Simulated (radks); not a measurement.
Species: Co VI. Configuration: [Ar] 3d4 (the NIST ground configuration). Calculated with a radial shooting solver on a logarithmic mesh with Libxc functionals: Dirac Kohn-Sham, PBE, spin-unpolarised, spherical densities, finite nucleus; open shells fill j = l - 1/2 first; Fermi nuclear charge, rms radius 3.7875 fm.

Normalised radial functions P(r) = r R(r) (large component), r in bohr:

r	3s1/2	3p1/2
0.004743	0.1448	0.0064
0.006744	0.1931	0.0118
0.009589	0.2511	0.0218
0.01363	0.3142	0.0402
0.01939	0.3707	0.0731
0.02757	0.3972	0.1293
0.0392	0.3571	0.2196
0.05574	0.2070	0.3500
0.07925	-0.0750	0.5078
0.1127	-0.4338	0.6371
0.1602	-0.6842	0.6230
0.2278	-0.5532	0.3285
0.324	0.0821	-0.2700
0.4606	0.9069	-0.9322
0.655	1.2968	-1.2363
0.9239	1.0036	-0.9986
1.314	0.4388	-0.4944
1.868	0.0981	-0.1365
2.656	0.0089	-0.0170

3s1/2: eigenvalue -186.59 eV, 2 radial nodes at r = 0.0731, 0.313 bohr, <r> = 0.751 bohr, 90 % of the charge inside 1.12 bohr. 3p1/2: eigenvalue -150.37 eV, 1 radial node at r = 0.281 bohr, <r> = 0.771 bohr, 90 % of the charge inside 1.17 bohr.
